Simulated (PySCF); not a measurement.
Si(F)(Me)2(iPr), C5H13FSi, SMILES C([Si](F)(C)C)(C)C, singlet at its GFN2-xTB optimised geometry (Å):

```
20

C     -1.0325     0.6007     2.8408
C     -1.4968    -0.1389     1.5856
C     -1.2003    -1.6323     1.7210
Si    -0.7353     0.6125     0.0000
C     -1.4609    -0.1409    -1.5826
C      1.1623     0.6125     0.0000
F     -1.1874     2.1822     0.0000
H     -1.2449     1.6638     2.7605
H      0.0382     0.4744     2.9863
H     -1.5417     0.2143     3.7228
H     -2.5851    -0.0235     1.5241
H     -1.6795    -2.0372     2.6112
H     -0.1294    -1.8031     1.8078
H     -1.5662    -2.1822     0.8573
H     -1.1424     0.4231    -2.4539
H     -2.5466    -0.1278    -1.5643
H     -1.1448    -1.1690    -1.7235
H      1.5662    -0.3944     0.0291
H      1.5543     1.1524     0.8568
H      1.5479     1.0954    -0.8930
```

Calculation: PySCF with PBE0/def2-SVP. Cells within 0.4 Å of a nucleus heavier than hydrogen are left out (blank, or x).

Map of the HOMO amplitude (bohr^(-3/2)) on the plane z = 0.0 Å; orbital energy -7.80 eV, overall sign arbitrary:

```
|3333333333333333333333333333333|
|3333333333333333333333333333333|
|3333333333333333333333333333333|
|3333333333333333333333333333333|
|3333333333333333333333333333333|
|3333333333322233333333333333333|
|3333333344311223333333333333333|
|3333333445xxx123333333333333333|
|3333333446xxx133444333333333333|
|33333334457x3334444333333333333|
|3333333344444445554322223333333|
|3333333333333456666321223333333|
|333333332222xx5688xx00122333333|
|333333332112xx4789xxx0122333333|
|333333332100xx46788x00122333333|
|3333333321001235666421223333333|
|3333333322101234554322223333333|
|3333333332212234444322233333333|
|3333333333222333444333333333333|
|3333333333333333333333333333333|
|3333333333333333333333333333333|
|3333333344444443333333333333333|
|3333333344444443333333333333333|
|3333333344444443333333333333333|
|3333333334444333333333333333333|
|3333333333333333333333333333333|
|3333333333333333333333333333333|
|3333333333333333333333333333333|
|3333333333333333333333333333333|
|3333333333333333333333333333333|
|3333333333333333333333333333333|
```
Scale: ten equal steps from -0.060 (start of '0') to 0.100 (end of '9'), in the order '0123456789'; x runs from -4.50 to 4.50, y from -4.50 (bottom) to 4.50 (top).
